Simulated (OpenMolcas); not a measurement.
## Ne³⁺: effect of the active space

```yaml
Program: OpenMolcas
Method: SS-CASPT2 or its RAS form, IPEA 0.25 Eh, imaginary shift 0.1 Eh
Basis: ANO-R2
Scalar_Hamiltonian: X2C, finite nucleus
Spin-orbit_coupling: state interaction with AMFI integrals over the reference wave functions, term energies averaged over their components
```

A. 3 electrons in 3 orbitals (2p); 2S+1 = 4 odd, 1 root; 2S+1 = 2 odd, 8 roots; closed shells correlated: 1s 2s; CASPT2 step of the order of 1.7 core-seconds
B. 5 electrons in 4 orbitals (2s 2p); 2S+1 = 4 odd, 1 root; 2S+1 = 2 odd, 8 roots; 2S+1 = 4 even, 3 roots; 2S+1 = 2 even, 6 roots; closed shells correlated: 1s; CASPT2 step about 4 core-seconds
C. 5 electrons in 8 orbitals (2s 2p 3s 3p); 2S+1 = 4 odd, 1 root; 2S+1 = 2 odd, 8 roots; 2S+1 = 4 even, 3 roots; 2S+1 = 2 even, 6 roots; closed shells correlated: 1s; CASPT2 step about 9 core-seconds
D. 5 electrons in 9 orbitals (RAS2 2s 2p; RAS3 3d, at most 2 electrons); 2S+1 = 4 odd, 1 root; 2S+1 = 2 odd, 8 roots; 2S+1 = 4 even, 3 roots; 2S+1 = 2 even, 6 roots; closed shells correlated: 1s; CASPT2 step about 16 core-seconds

Energies in cm⁻¹ above 2s² 2p³ ⁴S°_3/2.

```tsv
Level	A	B	C	D
2s² 2p³ ⁴S°_3/2	0.0	0.0	0.0	0.0
2s² 2p³ ²D°_3/2	42250	42330	42460	42220
2s² 2p³ ²D°_5/2	42270	42360	42500	42240
2s² 2p³ ²P°_1/2	66370	63360	63540	63660
2s² 2p³ ²P°_3/2	66400	63360	63580	63660
```

Among A to D the level of the table that moves most is 2s² 2p³ ²P°_3/2, by 3000 cm-1 (lowest in B, highest in A). Moves below CASPT2's spread within the term are not significant.

CASPT2 breaks the degeneracy within a term, and the mean is taken; among the terms shown or strongly mixed into the levels shown the widest spread is 130 cm-1 (2s² 2p³ ²D°, A). With the s shell closed, the reference lacks s² → p² mixing (holds for A). Active for correlation alone: 3p 3s; no level in the range computed is led by a configuration that fills them, so any true level of that kind is missing (holds for C). Active for correlation alone: 3d; no level in the range computed is led by a configuration that fills it, so any true level of that kind is missing (holds for D). Levels of configurations outside the active space are missing. The table leaves out levels that lie high or whose names do not pair safely across all columns.

° marks odd parity.
